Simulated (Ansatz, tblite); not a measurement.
Forces on the cluster CdCl₂ at its r2SCAN-D4/def2-TZVP geometry. Total charge 0; singlet.

In the def2 sets Cd takes a core potential; there is no spin–orbit coupling. The xTB rows come from tblite. LC-ωPBE has ω = 0.4 bohr⁻¹. The structure comes from a short search, and lower isomers may exist.

GFN1-xTB (tblite), largest force 0.29 eV/Å:

```xyz
3
positions Å, forces eV/Å
Cd   -0.002   -0.005   -0.001    0.001    0.003    0.001
Cl   -2.064    0.525    0.764    0.268   -0.070   -0.100
Cl    2.066   -0.520   -0.762   -0.269    0.066    0.099
```

GFN2-xTB (tblite), largest force 0.32 eV/Å:

```
Cd -0.002 -0.006 -0.001
Cl -0.287 0.076 0.107
Cl 0.289 -0.070 -0.106
```

LC-ωPBE/def2-TZVP (Ansatz), largest force 0.25 eV/Å:

```
Cd 0.004 0.011 0.002
Cl 0.230 -0.064 -0.087
Cl -0.233 0.053 0.084
```
